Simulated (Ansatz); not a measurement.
The molecule LaF, multiplicity 3 (not the ground state: that is measured with 2S+1 = 1). No spin–orbit coupling.

Constants: fifth-degree fit in 1/R to seven points, most abundant isotopes. In def2 and cc sets the state is the lowest found near the PBE0 minimum, followed along R.

Run with Ansatz (a program for electronic structure) with Gaussian orbitals. Values without a source in brackets are computed. In def2 rows elements past Kr take small-core potentials, without spin–orbit coupling.

Energies at PBE/def2-TZVPP:

```csv
R (Å),E (hartree)
1.941482,-131.40100794
1.993673,-131.40698967
2.041688,-131.41001819
2.095966,-131.41114717
2.150244,-131.41033907
2.212872,-131.40755141
2.285939,-131.40244450
```

With a reduced mass of 16.7126 u, find the minimum, the force constant and the constants.

A fifth-degree polynomial in 1/R puts the minimum at r_e = 2.0983 Å with force constant 283 N/m. Then ω_e = (1/2πc)√(k/μ) = 536 cm⁻¹ and B_e = h/(8π²cμr_e²) = 0.2291 cm⁻¹; the cubic and quartic terms give α_e = 0.0013 and ω_e x_e = 2.1 cm⁻¹.
